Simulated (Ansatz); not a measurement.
The cluster Na5, relaxed as a doublet with UKS PBE/def2-SVP in Ansatz, starting from the GFN1-xTB geometry. Force threshold 0.02 eV/Å.

The structure comes from a short search, and lower isomers may exist.

Start:

Cartesian coordinates in Å:
```
Na -0.704 2.120 0.757
Na -0.084 -0.556 -0.935
Na 1.480 -2.991 0.273
Na -1.768 1.831 -2.165
Na 1.075 -0.404 2.071
```

Problem. Estimate the energy that the relaxation releases and the steps that it takes.

Solution. 3.7 kcal/mol, in 4 steps; 8 s on 4 threads of Arm Neoverse V2 on a shared host. No frequencies were taken in this run, so the end may be a saddle point.

Problem. Does the start keep its bonding?

Solution. By distances, no bond broke or formed. The bond that changes most is Na2–Na5, from 3.23 to 3.53 Å (atoms count from 1).

Problem. Predict the relaxed structure.

Solution. 
```
atom   x (Å)   y (Å)   z (Å)
 Na1  -0.729   2.294   0.846
 Na2  -0.126  -0.624  -1.050
 Na3   1.635  -3.231   0.317
 Na4  -1.920   1.996  -2.355
 Na5   1.140  -0.435   2.242
```
Bond lengths (bridged metal pairs left out): 7 × Na–Na 3.43 to 3.59 Å.
